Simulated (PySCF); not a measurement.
First SCF of a structure search on singlet HfF(OH), at a hand-made bent (heavy-atom frame) geometry. PySCF input:

```python
from pyscf import gto, scf, dft
mol = gto.M(atom='''
Hf     0.000000     0.000000     0.000000
F      1.769400     0.000000     1.238900
O     -1.761200     0.000000     1.233200
H     -2.266700     0.735400     1.587100''',
    basis={'Hf': 'def2-TZVP', 'F': 'def2-TZVP', 'O': 'def2-TZVP', 'H': 'def2-TZVP'},
    ecp={'Hf': 'def2-TZVP'},
    charge=0, spin=0)
mf = dft.RKS(mol, xc='PBE0')
mf.grids.atom_grid = (50, 194)
aux = {'Hf': 'def2-universal-JKFIT', 'F': 'def2-universal-JKFIT', 'O': 'def2-universal-JKFIT', 'H': 'def2-universal-JKFIT'}
mf = mf.density_fit(auxbasis=aux)
mf.conv_tol = 1e-08
mf.diis_space = 10
mf.max_cycle = 60
mf.init_guess = 'minao'
mf.verbose = 4
mf.kernel()
```

Excerpt of the output (cycles and frontier levels):

```
init E= -205.287767719623
  HOMO = -0.324432385613665  LUMO = -0.272805556520401  gap/eV = 1.40484
cycle= 1 E= -223.382281032134  delta_E= -18.1  |g|= 1.05  |ddm|=  5.1
  HOMO = -0.15189254642727  LUMO = -0.12508988012674  gap/eV = 0.72934
cycle= 2 E= -220.356077929817  delta_E= 3.03  |g|= 4.02  |ddm|= 2.15
  HOMO = -0.168334926549559  LUMO = -0.0527447200890571  gap/eV = 3.14537
cycle= 3 E= -223.56644613886  delta_E= -3.21  |g|= 0.335  |ddm|= 1.94
  HOMO = -0.233880526425718  LUMO = -0.137361716240735  gap/eV = 2.62641
cycle= 4 E= -223.587502444053  delta_E= -0.0211  |g|= 0.162  |ddm|= 0.751
  HOMO = -0.218802752354829  LUMO = -0.112878319840939  gap/eV = 2.88235
cycle= 5 E= -223.594314069822  delta_E= -0.00681  |g|= 0.0366  |ddm|= 0.207
  HOMO = -0.217031354511743  LUMO = -0.11042913283051  gap/eV = 2.90079
cycle= 6 E= -223.594568060068  delta_E= -0.000254  |g|= 0.0187  |ddm|= 0.0397
  HOMO = -0.21704563008019  LUMO = -0.110353492046716  gap/eV = 2.90324
cycle= 7 E= -223.594628298236  delta_E= -6.02e-05  |g|= 0.0089  |ddm|= 0.0168
  HOMO = -0.217148514073862  LUMO = -0.110342782743301  gap/eV = 2.90633
cycle= 8 E= -223.594645115194  delta_E= -1.68e-05  |g|= 0.0012  |ddm|= 0.00898
  HOMO = -0.217154838892526  LUMO = -0.110319395889414  gap/eV = 2.90714
cycle= 9 E= -223.594646313766  delta_E= -1.2e-06  |g|= 0.000526  |ddm|= 0.00494
  HOMO = -0.217145409054922  LUMO = -0.110299430467814  gap/eV = 2.90743
cycle= 10 E= -223.594646544769  delta_E= -2.31e-07  |g|= 0.000223  |ddm|= 0.00195
  HOMO = -0.21712852488147  LUMO = -0.110266652121868  gap/eV = 2.90786
cycle= 11 E= -223.594646604037  delta_E= -5.93e-08  |g|= 5e-05  |ddm|= 0.00127
  HOMO = -0.21712611580039  LUMO = -0.110262279079012  gap/eV = 2.90791
cycle= 12 E= -223.594646606424  delta_E= -2.39e-09  |g|= 2.16e-05  |ddm|= 0.000213
  HOMO = -0.217128079263347  LUMO = -0.11026480637559  gap/eV = 2.90790
Extra cycle  E= -223.594646606583  delta_E= -1.59e-10  |g|= 2.29e-05  |ddm|= 7.12e-05
converged SCF energy = -223.594646606583
```

No lower solution of this spin was found from smeared starts or by a stability analysis within the restricted form, which does not test spin polarisation.

At the minimum of this search the closed-shell solution is unstable towards spin polarisation, so a lower open-shell solution exists. No spin–orbit coupling is included, which matters more the heavier the element.

The search for the lowest solution, 3 starts and the stability check together, took 4.3 s on 4 threads of a shared Arm Neoverse V2 host, with 108 basis functions; the process peaked at 0.48 GiB. Launch command: `OMP_NUM_THREADS=4 python axn.py task.json out`.
